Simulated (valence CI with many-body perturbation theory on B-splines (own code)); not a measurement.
# Ladder of approximations for Gd50+

Computed by valence CI with perturbative core correlation (CI+MBPT): four valence electrons over a frozen Dirac-Fock core [Ne], a basis of 11 s, 11 p, 9 d, 7 f, 5 g, 2 h, 1 i functions for each j, with the one-electron correlation potential Σ1 (screened to all orders), the two-electron term Σ2, the three-electron term Σ3, Breit, model QED; selected single and double excitations, second order for the rest (own B-spline code, finite nucleus).

No measured spectrum was set against this ion. As an estimate, large intervals hold to a few tenths of a per cent, small ones and those within an open d or f shell to about a per cent.

Each rung adds one term. CI alone is the Dirac-Coulomb CI over the frozen core; QED comes last and gives the full result, which names the levels. Energies are above (3s^2 3p1/2^2) J=0 on the same rung, in eV.

Levels are named by their leading jj configuration (3d3/2^4 stands for four electrons in 3d with j = 3/2), which in mixed levels can hold well under half, so a name can repeat and another be missing. Letters in brackets count levels of one name in rising energy.

```csv
Level,CI alone,+ Σ1,+ Σ2,+ Σ3,+ Breit,Full
(3s^2 3p1/2 3p3/2) J=1,172.86,172.99,173.09,173.11,170.74,171.00
(3s^2 3p1/2 3p3/2) J=2,181.13,181.26,181.33,181.34,178.65,178.92
(3s 3p1/2^2 3p3/2) J=2,307.19,307.08,307.16,307.22,306.82,304.48
(3s 3p1/2^2 3p3/2) J=1,331.40,331.29,331.12,331.16,330.62,328.53
(3s^2 3p1/2 3d3/2) J=2,357.97,357.88,357.76,357.73,354.38,354.19
(3s^2 3p3/2^2) J=2,359.63,359.88,360.07,360.08,355.22,355.72
(3s^2 3p3/2^2) J=0,376.50,376.76,376.88,376.86,372.33,372.82
(3s^2 3p1/2 3d3/2) J=1,392.98,392.88,392.16,392.03,389.36,388.83
(3s^2 3p1/2 3d5/2) J=2,414.25,414.27,413.95,413.88,409.69,409.47
(3s^2 3p1/2 3d5/2) J=3,415.69,415.71,415.47,415.40,410.61,410.51
(3s 3p1/2 3p3/2^2) J=2 [a],476.55,476.56,476.68,476.73,474.09,472.10
(3s 3p1/2 3p3/2^2) J=3,490.67,490.68,490.79,490.84,487.58,485.61
(3s 3p1/2^2 3d3/2) J=1,494.90,494.56,494.35,494.34,493.63,490.79
(3s 3p1/2 3p3/2^2) J=0,499.84,499.85,500.00,500.05,497.50,495.60
(3s 3p1/2^2 3d3/2) J=2,500.88,500.54,500.29,500.27,499.32,496.49
(3s 3p1/2 3p3/2^2) J=1 [a],511.64,511.65,511.60,511.63,508.72,506.86
(3s 3p1/2 3p3/2^2) J=2 [b],513.50,513.51,513.38,513.42,510.00,508.38
(3s 3p1/2 3p3/2^2) J=1 [b],522.19,522.20,521.79,521.80,519.25,517.14
(3s 3p1/2^2 3d5/2) J=3,548.55,548.32,547.95,547.91,545.54,542.82
```

(1) How does the ionisation energy move along the ladder, and which term matters most?

## Answers

(1) CI alone 4584.7, + Σ1 4585.8, + Σ2 4585.8, + Σ3 4585.6, + Breit 4579.7, + QED 4579.8 eV. The largest step is Breit, -5.9 eV. NIST lists 4578 ± 4 eV (theoretical).
